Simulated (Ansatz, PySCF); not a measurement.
Bi(OH)(SiH3)2 (BiH₇OSi₂), SMILES [OH][Bi]([SiH3])[SiH3].

Coordinates come from a PBE0-D3(BJ)/def2-SVP optimisation. The structure was generated by enumeration; whether it is a known compound was not checked. The def2 effective core potentials stand for the cores of Bi; spin–orbit coupling is left out. The values are those of a single conformer.

Vertical ionisation energy (IE) and electron affinity (EA) in eV. Rows of orbital energies are one-electron estimates. Where ΔSCF, EOM or ADC give a negative EA the extra electron is unbound and the value depends on the basis.

| level | IE | EA |
|---|---|---|
| −ε(HOMO), −ε(LUMO), B3LYP/def2-TZVP (PySCF) | 7.01 | 1.87 |
| −ε(HOMO), −ε(LUMO), PBE/def2-TZVP (PySCF) | 6.03 | 2.44 |
| ΔSCF, PBE0/def2-SVPD (Ansatz), final states of multiplicity 2 and 2 | 9.00 | 0.15 |
| ΔSCF, PBE/def2-SVPD (Ansatz), final states of multiplicity 2 and 2 | 8.71 | 0.19 |

What vertical singlet–triplet gap does ΔSCF give with PBE0/def2-SVPD (Ansatz, a program for electronic structure) and with PBE/def2-SVPD (Ansatz)? (An estimate is asked for; the answer gives what the named calculation found.)

3.76 and 3.51 eV (triplet above singlet where positive).
